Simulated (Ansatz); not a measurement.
Frontier orbitals of `S[SiH2][TeH]`.

Charge 0, multiplicity 1. Correlated methods include outer-core shells of Te, which these sets cover unevenly. Te takes the def2 core potential. The structure was optimised at the PBE0-D4/def2-TZVP level. It is one conformer, not always the lowest. Basis def2-TZVPP, the Gaussian-basis code of Ansatz.

```
functional  HOMO (eV)  LUMO (eV)  gap (eV)
       PBE      -5.61      -1.71      3.90
      PBE0      -6.65      -0.92      5.73
 CAM-B3LYP      -7.85       0.08      7.93
   ωB97X-V      -8.84       1.07      9.91
   ωB97M-V      -8.71       0.85      9.56
```

From PBE to PBE0 the HOMO moves by −1.03 eV and the LUMO by +0.79 eV, and with ωB97M-V by −3.10 and +2.57 eV, so the gap grows from 3.90 to 9.57 eV with exact exchange. A positive LUMO is unbound and depends on the basis.
